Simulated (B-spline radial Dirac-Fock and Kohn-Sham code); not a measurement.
## Successive ionisation energies of osmium: Dirac-Fock against NIST

Method: Dirac-Fock (average of configuration) total-energy differences with a finite nucleus, the Breit interaction including its frequency dependence, and self-energy and vacuum-polarisation corrections. Computed with a radial atomic solver. Each value is the difference of the configuration-average energies of two neighbouring ions in their tabulated ground configurations. Correlation energy is missing from these numbers. NIST's values refer to the lowest levels; many for high charge states are themselves semi-empirical or theoretical. Where a p, d or f shell is open in either ion the computed value averages over both j values and all terms, while the table refers to the lowest levels; that difference holds spin-orbit splitting (largest in heavy or highly charged ions), term energies where several electrons share open shells, and correlation, and it can reach 10 % or more.

```tsv
ion	configuration	computed (eV)	NIST (eV)	kind	NIST − computed (eV)
Os⁴⁷⁺	[Ar] 3d10 4s1	2616.1	2615.5 ± 1.4	semi-empirical	-0.61
Os⁴⁸⁺	[Ar] 3d10	4404.4	4374 ± 4	theoretical	-30.37
Os⁴⁹⁺	[Ar] 3d9	4538.1	4501 ± 4	theoretical	-37.12
Os⁵⁰⁺	[Ar] 3d8	4673.4	4635 ± 4	theoretical	-38.44
Os⁵¹⁺	[Ar] 3d7	4810.3	4779 ± 4	theoretical	-31.33
Os⁵²⁺	[Ar] 3d6	4948.8	4917 ± 4	theoretical	-31.79
Os⁵³⁺	[Ar] 3d5	5088.8	5052 ± 5	theoretical	-36.82
Os⁵⁴⁺	[Ar] 3d4	5230.4	5280 ± 5	theoretical	+49.59
Os⁵⁵⁺	[Ar] 3d3	5373.6	5421 ± 5	theoretical	+47.43
Os⁵⁶⁺	[Ar] 3d2	5518.3	5575 ± 5	theoretical	+56.71
Os⁵⁷⁺	[Ar] 3d1	5664.6	5717 ± 6	theoretical	+52.43
Os⁵⁸⁺	[Ne] 3s2 3p6	6247.5	6115 ± 6	theoretical	-132.49
Os⁵⁹⁺	[Ne] 3s2 3p5	6377.7	6240 ± 7	theoretical	-137.70
Os⁶⁰⁺	[Ne] 3s2 3p4	6508.9	6376 ± 10	theoretical	-132.87
Os⁶¹⁺	[Ne] 3s2 3p3	6641.0	6503 ± 12	theoretical	-137.99
Os⁶²⁺	[Ne] 3s2 3p2	6774.1	7039 ± 15	theoretical	+264.93
Os⁶³⁺	[Ne] 3s2 3p1	6908.1	7185 ± 19	theoretical	+276.90
```

**Question.** Where in this range is the largest relative jump, and why?

**Answer.** From Os⁴⁷⁺ (2616.1 eV) to Os⁴⁸⁺ (4404.4 eV), a factor of 1.68. The configuration goes from [Ar] 3d10 4s1 to [Ar] 3d10, so the next electron comes out of a deeper subshell.
